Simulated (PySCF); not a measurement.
C2H4FNOSi, SMILES F[C@@H]([SiH2]O)C#N. Atoms are numbered in the order given.

```xyz
10

N      2.6830     0.6984     0.7646
C      1.7724     0.2646     0.1989
C      0.5651    -0.2377    -0.4658
F      0.4317    -1.6082    -0.2649
Si    -1.0136     0.5865     0.2480
O     -2.3272    -0.0126    -0.5689
H      0.6540    -0.0500    -1.5499
H     -1.0333     0.2555     1.6976
H     -0.9460     2.0434    -0.0084
H     -2.5585    -0.9366    -0.4265
```

Geometry optimised at ωB97X-D3(BJ)/def2-SVP. The structure was generated by enumeration; whether it is a known compound was not checked. One conformer was computed; it need not be the lowest.

Two levels are set side by side: PBE/pcSseg-1 (PySCF) and HF/pcSseg-1 (PySCF). GIAO shifts against CFCl3 (¹⁹F), H2O (¹⁷O), NH3 (¹⁵N), TMS (²⁹Si), TMS (¹H), TMS (¹³C) at the same level; non-relativistic, no solvent, atoms listed together averaged. Differences are taken from unrounded values.

```json
[
 {"quantity": "δ(¹⁵N) of N1 (ppm)", "HF": "339.1"},
 {"quantity": "δ(¹³C) of C2 (ppm)", "HF": "123.1"},
 {"quantity": "δ(¹³C) of C3 (ppm)", "HF": "69.1"},
 {"quantity": "δ(¹⁹F) of F4 (ppm)", "HF": "-231.9"},
 {"quantity": "δ(²⁹Si) of Si5 (ppm)", "HF": "-25.0"},
 {"quantity": "δ(¹⁷O) of O6 (ppm)", "HF": "5.6"},
 {"quantity": "δ(¹H) of H7 (ppm)", "HF": "5.02"},
 {"quantity": "δ(¹H) of H10 (ppm)", "HF": "2.47"}
]
```

Q: What does PBE give, and how far is it from HF? (Estimate from the structure and the level; the computed values follow.)

A: 
```json
[
 {"quantity": "δ(¹⁵N) of N1 (ppm)", "PBE": "329.5", "PBE minus HF": "-9.6"},
 {"quantity": "δ(¹³C) of C2 (ppm)", "PBE": "117.6", "PBE minus HF": "-5.4"},
 {"quantity": "δ(¹³C) of C3 (ppm)", "PBE": "82.2", "PBE minus HF": "13.2"},
 {"quantity": "δ(¹⁹F) of F4 (ppm)", "PBE": "-291.2", "PBE minus HF": "-59.3"},
 {"quantity": "δ(²⁹Si) of Si5 (ppm)", "PBE": "-19.3", "PBE minus HF": "5.6"},
 {"quantity": "δ(¹⁷O) of O6 (ppm)", "PBE": "28.4", "PBE minus HF": "22.9"},
 {"quantity": "δ(¹H) of H7 (ppm)", "PBE": "5.47", "PBE minus HF": "0.44"},
 {"quantity": "δ(¹H) of H10 (ppm)", "PBE": "1.93", "PBE minus HF": "-0.54"}
]
```

Rough cost on one machine, each run with all the roots and properties that it gave: HF against PBE within a factor of 2.
